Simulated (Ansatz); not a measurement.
A structure drawn as `F[C]1([GeH3])O[SiH2]1`, with this starting geometry:

Cartesian coordinates in Å:
```
F -0.098 0.160 -2.084
C 0.132 0.187 -0.716
Ge -1.389 0.491 0.425
O 1.213 0.820 -0.317
Si 1.501 -0.835 -0.058
H -0.932 0.515 1.921
H -2.416 -0.731 0.259
H -2.094 1.757 0.059
H 1.546 -1.069 1.458
H 2.538 -1.295 -0.948
```

The species carries charge 0 and has multiplicity 1.

Problem. Relax it with Ansatz at PBE-D4/def2-SVP and then PBE0-D4/def2-TZVP. Is the drawn bonding still there?

Solution. Yes, every drawn bond is still there and no new one forms.

Problem. Give the relaxed structure. (An estimate is asked.)

Solution. Computed: 
Z-matrix (Å, degrees):
```
C
Ge 1 1.971
O 1 1.427 2 115.2
F 1 1.374 2 111.1 3 -127.2
Si 1 1.828 2 128.7 3 71.5
H 2 1.534 1 108.7 3 -176.4
H 2 1.535 1 109.5 3 62.6
H 2 1.536 1 107.2 3 -57.3
H 5 1.478 1 123.4 2 -3.9
H 5 1.476 1 120.5 2 161.2
```
All modes are real.

Atoms count as bonded under 1.1 times the sum of their covalent radii (H–H under 0.85 Å, pairs among N, O and F under 1.55 Å), and a drawn bond as lost past 1.3 times.
